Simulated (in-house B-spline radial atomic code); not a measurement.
A radial electron density 4πr²n(r) was computed for an atom or ion in its tabulated ground configuration with an all-electron radial atomic-structure program (B-spline basis); method: Dirac-Hartree-Fock, average of configuration. Columns: r (bohr), 4πr²n(r) (electrons per bohr), bar.

```
 0.00364   0.4107 #
 0.00425    0.548 #
 0.00495   0.7254 ##
 0.00576   0.9551 ##
 0.00672    1.258 ###
 0.00783    1.645 ####
 0.00912    2.137 #####
  0.0106    2.749 #######
  0.0124    3.544 #########
  0.0144    4.475 ###########
  0.0168    5.631 ##############
  0.0196    6.997 #################
  0.0228    8.535 ####################
  0.0266    10.28 #########################
   0.031    12.12 #############################
  0.0361    13.96 ##################################
   0.042    15.67 ######################################
   0.049    17.11 #########################################
  0.0571    18.05 ###########################################
  0.0665    18.34 ############################################
  0.0775     17.9 ###########################################
  0.0903    16.79 ########################################
   0.105    15.24 #####################################
   0.123    13.53 ################################
   0.143    12.29 #############################
   0.166    11.85 ############################
   0.194    12.41 ##############################
   0.226    13.83 #################################
   0.263    15.58 #####################################
   0.307    16.98 #########################################
   0.357    17.28 #########################################
   0.416    16.11 #######################################
   0.485    13.55 ################################
   0.565    10.15 ########################
   0.659    6.645 ################
   0.767    3.777 #########
   0.894    1.802 ####
    1.04   0.7165 ##
    1.21   0.2284 #
    1.41  0.05558 
    1.65 0.009509
```

Task: Which atom or ion is it?
A. Cl6+
B. Ar8+
C. S6+
D. P6+

Result: C. The area under the curve, ∫4πr²n dr = ∫r·4πr²n d(ln r) on this logarithmic grid, is 10 electrons; among the options with that count, the innermost peak, which lies near 1/Z bohr, picks Z = 16. The configuration is [He] 2s2 2p6.
